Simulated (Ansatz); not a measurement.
Ansatz (a quantum-chemistry and plane-wave program) input (SVWN5/def2-TZVP):

Ansatz 0.2 input:
```yaml
crystal:
  periodic: [false, false, false]
  atoms:
    - {symbol: Cu, position_ang: [-0.00000000, -0.00000000, -1.21726486]}
    - {symbol: Br, position_ang: [0.00000000, 0.00000000, 1.00859089]}
basis:
  gaussian:
    orbitals: def2-TZVP
hamiltonian:
  xc: {name: SVWN5}
relax: {f_tol: 0.003, max_steps: 100}
```

End of the output:

```
the calculation of the forces begins
reference -114517.04861610 eV, -4208.4239141983 hartree; 32, 32 occupied and 61, 61 virtual orbitals, 829 factors
relax step   3: F+E_penalty+E_count = -114517.04858495 eV  Δ(F+E_penalty+E_count) = -3.918e-3 eV  max|allowed force component| = 3.194e-2 eV/Å  Δτ_max = 0.0111 Å  (31 SCF iters, accepted)
these checks for a lower state are left out or cut short: starts, cluster_reference, orbital_swaps, neighbouring_geometries, increment
integrals: 0.03 GiB planned
829 factors; their error is unknown
mean field: 0.21 GiB planned
mean field -114517.04862136 eV, -4208.4239143916 hartree, gradient 2.2e-5 eV, S^2 0.000000; 0 other end points of the search recorded, 0 dependent functions left out
the calculation of the forces begins
reference -114517.04865252 eV, -4208.4239155366 hartree; 32, 32 occupied and 61, 61 virtual orbitals, 829 factors
relax step   4: F+E_penalty+E_count = -114517.04862136 eV  Δ(F+E_penalty+E_count) = -3.641e-5 eV  max|allowed force component| = 6.060e-3 eV/Å  Δτ_max = 0.0014 Å  (31 SCF iters, accepted)
these checks for a lower state are left out or cut short: starts, cluster_reference, orbital_swaps, neighbouring_geometries, increment
integrals: 0.03 GiB planned
829 factors; their error is unknown
mean field: 0.21 GiB planned
mean field -114517.04862271 eV, -4208.4239144411 hartree, gradient 1.2e-5 eV, S^2 0.000000; 0 other end points of the search recorded, 0 dependent functions left out
the calculation of the forces begins
reference -114517.04865387 eV, -4208.4239155861 hartree; 32, 32 occupied and 61, 61 virtual orbitals, 829 factors
relax step   5: F+E_penalty+E_count = -114517.04862271 eV  Δ(F+E_penalty+E_count) = -1.347e-6 eV  max|allowed force component| = 2.376e-5 eV/Å  Δτ_max = 0.0002 Å  (19 SCF iters, accepted)
integrals: 0.03 GiB planned
829 factors; their error is unknown
mean field: 0.21 GiB planned
mean field evaluation 64: about -114517.0486 eV, gradient 1.2e-5 eV
mean field -114517.04862271 eV, -4208.4239144411 hartree, gradient 1.2e-5 eV, S^2 0.000000; 1 other end points of the search recorded, 0 dependent functions left out
the calculation of the forces begins
reference -114517.04865387 eV, -4208.4239155861 hartree; 32, 32 occupied and 61, 61 virtual orbitals, 829 factors
Total energy: -114517.04865387 eV, -4208.4239155861 hartree
Atom 0 at     0.000000    -0.000000    -1.177721 Å, force     0.000000     0.000000     0.000024 eV/Å
Atom 1 at    -0.000000     0.000000     0.969047 Å, force     0.000000     0.000000    -0.000024 eV/Å
Dipole moment:    -0.000000     0.000000    -0.837353 e Å
```
